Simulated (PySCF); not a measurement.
# A small calculation by hand: chemical shift, span and skew from a shielding tensor

C₅H₆Se, SMILES C=C=C1CC[Se]1. Atoms are numbered in the order given.

```xyz
12

C      2.8848    -1.4609    -0.4023
C      1.6536    -1.0055    -0.4037
C      0.4337    -0.5475    -0.3983
C     -0.8094    -0.8731    -1.2139
C     -1.8044     0.1244    -0.5746
Se    -0.4236     0.8219     0.6893
H      3.6659    -1.0116    -1.0287
H      3.1840    -2.3108     0.2243
H     -0.6567    -0.6950    -2.2905
H     -1.1198    -1.9232    -1.0917
H     -2.1723     0.9075    -1.2496
H     -2.6475    -0.3373    -0.0452
```
Charge 0, spin multiplicity 1.

Geometry optimised at B3LYP-D3(BJ)/def2-SVP. The structure was generated by enumeration, and PubChem lists no compound with its InChIKey, so it may never have been made.

GIAO shieldings from PBE/pcSseg-1 run with PySCF, non-relativistic, no solvent. The symmetric part of the tensor of C2 has the principal values -61.5, -35.9, -3.9 ppm. The same nucleus in TMS has σ = 182.0 ppm at this level (PySCF, at its B3LYP-D3(BJ)/def2-TZVP geometry).

Question: Work out the isotropic shielding, the ¹³C shift against TMS, the span and the skew.

Answer: 
σ(iso) = (σ11 + σ22 + σ33)/3 = -33.8 ppm. δ = σ(ref) − σ(iso) = 182.0 − (-33.8) = 215.8 ppm.
Span Ω = σ33 − σ11 = 57.6 ppm. Skew κ = 3(σ(iso) − σ22)/Ω = 0.11. Tumbling in solution averages the tensor to δ; in a static solid the shielding alone would spread this spin-1/2 line over Ω.
